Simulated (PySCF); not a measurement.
**Atomic charges by several schemes**

Compound: C4H6FO3S (charge -1).
Cartesian coordinates in Å at the GFN2-xTB level; atoms count from 1:
```xyz
15
C4H6FO3S angstrom
O      0.8697   -1.0972   -2.3210
S      1.1863   -0.0088   -1.3970
O      0.4789    1.2282   -1.7026
O      2.6104    0.1445   -1.1422
C      0.4543   -0.6533    0.1851
C     -1.0469   -0.7037   -0.0625
C     -1.1528    0.6644    0.6301
C      0.2254    0.4093    1.2381
F      1.0858    1.4810    1.2862
H      1.0109   -1.5504    0.4345
H     -1.5714   -1.5022    0.4675
H     -1.2944   -0.7235   -1.1212
H     -1.9820    0.8342    1.3180
H     -1.0728    1.4620   -0.1048
H      0.1942    0.0235    2.2697
```

Density: PBE0/pcSseg-1 (PySCF); schemes: Mulliken, IAO, Hirshfeld and ESP-fitted. Geometry: GFN2-xTB, one conformer, isolated ion. The pcSseg-1 basis has no diffuse functions, a weakness for an anion.

Question: At which atom do the 4 schemes differ most?

Answer: At S2: from +0.444 (Hirshfeld) to +2.197 e (IAO), 1.753 e apart.

Question: For which atoms does the sign change between the 4 schemes (beyond +0.03 e in one, beyond −0.03 e in another)?

Answer: For none.

Question: What partial charge does each atom carry?

Answer: In e:

```tsv
atom	environment	Mulliken	IAO	Hirshfeld	ESP-fitted
O1	oxygen bonded to S	-0.648	-0.982	-0.422	-0.683
S2	sulfonyl sulfur	+1.231	+2.197	+0.444	+1.190
O3	oxygen bonded to S	-0.638	-0.970	-0.385	-0.627
O4	oxygen bonded to S	-0.629	-0.962	-0.424	-0.665
C5	sp3 carbon bound to sulfur	-0.498	-0.365	-0.077	-0.201
C6	four-membered-ring carbon	-0.169	-0.270	-0.090	-0.178
C7	four-membered-ring carbon	-0.225	-0.295	-0.102	-0.203
C8	sp3 C–F carbon	+0.272	+0.178	+0.048	+0.236
F9	alkyl fluorine	-0.331	-0.326	-0.133	-0.276
H10	methine hydrogen	+0.112	+0.138	+0.027	+0.078
H11	methylene hydrogen	+0.082	+0.111	+0.020	+0.059
H12	methylene hydrogen	+0.141	+0.154	+0.026	+0.085
H13	methylene hydrogen	+0.084	+0.107	+0.016	+0.036
H14	methylene hydrogen	+0.160	+0.176	+0.029	+0.116
H15	methine hydrogen	+0.056	+0.107	+0.021	+0.033
```

Mean size of the charges over all atoms: IAO 0.489 e, Mulliken 0.352 e, ESP-fitted 0.311 e, Hirshfeld 0.151 e. Each set sums to the total charge, -1, to within 0.001 e. The Hirshfeld scheme weights the molecular density at each point by an atom's share of the summed free-atom densities.

Question: How closely do the schemes follow one another over all atoms?

Answer: Correlation coefficient and root-mean-square difference: IAO with ESP-fitted 0.99, 0.304 e; Mulliken with ESP-fitted 0.98, 0.085 e; Mulliken with IAO 0.98, 0.296 e; Hirshfeld with ESP-fitted 0.98, 0.237 e; IAO with Hirshfeld 0.96, 0.535 e; Mulliken with Hirshfeld 0.95, 0.272 e.

Question: Sum the charges by element, for elements with more than one atom.

Answer: 
| element | atoms | Mulliken | IAO | Hirshfeld | ESP-fitted |
| --- | --- | --- | --- | --- | --- |
| O | 3 | -1.915 | -2.914 | -1.231 | -1.975 |
| C | 4 | -0.621 | -0.751 | -0.221 | -0.346 |
| H | 6 | +0.635 | +0.794 | +0.141 | +0.407 |

Question: How many electrons does the IAO scheme count on S2?

Answer: Z − q = 16 − (+2.197) ≈ 13.802.
